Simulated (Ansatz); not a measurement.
Frontier orbitals of C4H8Si, SMILES `C=C1CC1[SiH3]`.

```xyz
13

C     0.277   -1.611    1.395
C     0.539   -0.608    0.585
C     1.344   -0.063   -0.495
C     0.196    0.742    0.143
Si   -1.368    1.012   -0.828
H    -0.520   -1.549    2.127
H     0.854   -2.528    1.356
H     2.358    0.257   -0.275
H     1.201   -0.442   -1.503
H     0.504    1.557    0.796
H    -2.546    1.118    0.075
H    -1.555   -0.146   -1.741
H    -1.283    2.260   -1.635
```

The species carries charge 0 and has multiplicity 1. The geometry is a stationary point of PBE0-D4/def2-TZVP. Basis def2-TZVPP, Ansatz 0.2.0.

Orbital energies of one run (eV). Highest occupied ones, from the top: -6.26, -6.98, -7.34, -8.13, -8.49, -8.56, -10.54, -10.94, -11.62, -12.69, -13.55, -15.18, -17.84, -21.82. Empty: -0.97, 0.10, 0.57, 0.76, 1.26, 1.55.

Task: Which functional gave them?
A. revPBE
B. CAM-B3LYP
C. ωB97M-V
D. B3LYP

Result: A. HOMO energies: revPBE -6.26, CAM-B3LYP -8.75, ωB97M-V -9.66, B3LYP -7.21 eV.

B3LYP here is the variant with VWN-RPA as its local correlation; programs differ in this.
